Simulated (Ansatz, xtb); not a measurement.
Stretching the Te1–H2 bond in GeH4Te (SMILES [GeH3][TeH]) (multiplicity 1 held, fragments rigid). Energies count from the point at 1.663 Å.
Geometry at that point (charge 0, multiplicity 1):
```tsv
atom	x (Å)	y (Å)	z (Å)
Te	-0.0990	0.8069	0.6543
H	0.2623	1.8715	-0.5710
Ge	0.1362	-1.2174	-0.9315
H	1.5605	-1.2952	-1.5033
H	-0.1526	-2.4507	-0.0626
H	-0.8826	-1.1284	-2.0785
```

R- and RO- levels are restricted; in cc, def2 and unpolarised 6-31G sets they are followed outwards from rest. Active spaces are followed from a long bond inwards. Curves can end on different states.

Correlated levels freeze the cores. Filled d and f shells under p-block atoms count as core.

The values were computed with Ansatz (a first-principles code) with Gaussian orbitals; xtb for the GFN methods. Values without a source in brackets are computed. In def2 rows elements past Kr take small-core potentials, without spin–orbit coupling. The GFN methods have no spin term and hold the electronic entropy of 300 K.

What is the computed energy at R = 5.321 Å (FIC-MRCISD+Q on CASSCF(2,2)/def2-TZVPP)?

3.11 eV

What energy at R = 5.321 Å does GFN2-xTB give?

3.86 eV

What is the computed energy at R = 5.321 Å (R-MP2/def2-TZVPP)?

3.73 eV

Doubts at one or more of the structures used: a restricted determinant that unrestricted orbitals would lower (R-MP2/def2-TZVPP).
